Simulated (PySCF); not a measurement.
Computed properties of C3H9O3Si, SMILES O(C)[Si](OC)OC

C3H9O3Si, SMILES CO[Si](OC)OC (connectivity only; charge and spin as stated), charge +1, multiplicity 1. Coordinates come from a B3LYP-D3(BJ)/def2-SVP optimisation. The multiplicity is an assumed one; other spin states were not compared. The isomer is the one that the SMILES or the coordinates give; other isomers of the formula were not compared. One conformer was computed; it need not be the lowest. All values are computed for the isolated molecule unless a solvent is named; none is compared with measurement here.

**Structure.** The optimised structure has C3h symmetry. All 42 harmonic modes at B3LYP-D3(BJ)/def2-SVP (PySCF) are real, so it is a minimum. With heavy atoms numbered as in [CH3:1][O:2][Si:3]([O:4][CH3:5])[O:6][CH3:7], the shortest bond between them is O6–C7 at 1.449 Å and the longest Si3–O6 at 1.578 Å.

**Vibrations.** The strongest infrared lines (harmonic, unscaled, degenerate partners summed) lie at 1250 cm⁻¹ (1168 km/mol, O 52 %, Si 22 %, C 14 %, H 13 %), 1168 cm⁻¹ (176 km/mol, H 71 %, C 18 %), 359 cm⁻¹ (90 km/mol, O 66 %, C 15 %, Si 11 %, H 8 %). The softest mode is at 66 cm⁻¹ and the zero-point energy is 80.8 kcal/mol.

**Electronic structure.** PBE0/def2-TZVP (PySCF) places the frontier levels at -13.92 and -6.06 eV, a gap of 7.86 eV.

**Excitations.** TDA-B3LYP/def2-SVPD (PySCF) has S1 at 6.20 eV (200 nm, f = 0.000, dark); the most intense of the 6 singlets computed lies at 7.41 eV (f = 0.02). Strengths of degenerate partners are summed. T1 (TDA) is at 5.91 eV, 0.29 eV under S1. No vertical singlet excitation falls in the visible range (under 3.1 eV).

**NMR.** GIAO shifts at PBE0/pcSseg-1 (PySCF) (non-relativistic, atoms alike by connectivity averaged): ¹³C at 67.8 ppm against TMS; ¹H at 4.9 ppm against TMS; ²⁹Si at -55.5 ppm against TMS.
